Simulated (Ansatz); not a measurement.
Reaction (ligand exchange at the Si–C bond): `[SiH3]C1OC=CO1` + `OC[TeH]` → `[SiH3]OC[TeH]` + `C1=COCO1`

Computed with Ansatz on PBE0-D4/def2-TZVP structures; ΔE is electronic, products minus reactants. CBS: MP2 limit from def2 TZ/QZ plus the TZ coupled-cluster correction, frozen cores. DFT in def2-TZVPP. B3LYP here is the variant with VWN-RPA as its local correlation; programs differ in this. Elements past krypton have def2 core potentials. For Te outer-core shells are correlated without core-valence functions, which leaves a few kJ/mol of doubt a bond. One conformer a species, not always the lowest.

`[SiH3]C1OC=CO1`:

Cartesian coordinates in Å:
```
Si 0.126 1.672 -1.105
C 0.291 0.357 0.263
O 0.893 -0.832 -0.245
C 0.263 -1.834 0.460
C -0.832 -1.367 1.040
O -0.990 -0.029 0.755
H -0.697 1.119 -2.207
H -0.517 2.877 -0.525
H 1.485 2.018 -1.591
H 0.894 0.695 1.128
H 0.683 -2.824 0.408
H -1.600 -1.851 1.619
```

`OC[TeH]`:

Cartesian coordinates in Å:
```
O 0.559 -1.352 -0.231
C 0.488 -0.080 0.320
Te -1.528 0.663 0.678
H 0.085 -1.359 -1.067
H 0.976 0.690 -0.282
H 0.959 -0.121 1.300
H -1.540 1.560 -0.717
```

`[SiH3]OC[TeH]`:

Z-matrix (Å, degrees):
```
Si
O 1 1.653
H 1 1.480 2 105.5
H 1 1.484 2 111.7 3 -120.1
H 1 1.490 2 109.4 3 119.4
C 2 1.387 1 124.3 3 -165.3
Te 6 2.176 2 115.9 1 -70.2
H 6 1.090 2 108.8 1 172.9
H 6 1.093 2 112.6 1 51.6
H 7 1.658 6 93.4 2 88.0
```

`C1=COCO1`:

Z-matrix (Å, degrees):
```
C
O 1 1.414
O 1 1.414 2 106.9
H 1 1.090 2 110.0 3 -119.4
H 1 1.103 2 109.2 3 118.1
C 2 1.377 1 103.6 3 -22.9
C 3 1.377 1 103.6 2 22.9
H 6 1.076 2 117.7 1 -168.6
H 7 1.076 3 117.8 1 168.6
```

Task: Is it downhill or uphill in electronic energy at CCSD(T)/CBS, and by how much? (An estimate is asked.)

Result: Computed: Downhill: ΔE = -25.9 kcal/mol.

Task: What do these levels give: PBE0-D4, PBE, B3LYP, SCS-MP2/def2-TZVPP, CCSD/def2-TZVPP, CCSD/CBS(def2)? (Estimate.)

Result: Computed: PBE0-D4 -24.3, PBE -22.5, B3LYP -25.6, SCS-MP2/def2-TZVPP -27.5, CCSD/def2-TZVPP -26.7, CCSD/CBS(def2) -26.5 kcal/mol.

Largest T1 diagnostic among the species: 0.014.

From PBE to PBE0 (25 % exact exchange), in def2-TZVPP and without D4, ΔE moves by −1.6 kcal/mol. In def2-TZVPP, CCSD(T) changes the Hartree–Fock value by +3.8 kcal/mol (the triples alone add +0.6 kcal/mol) and MP2 by +2.8 kcal/mol.
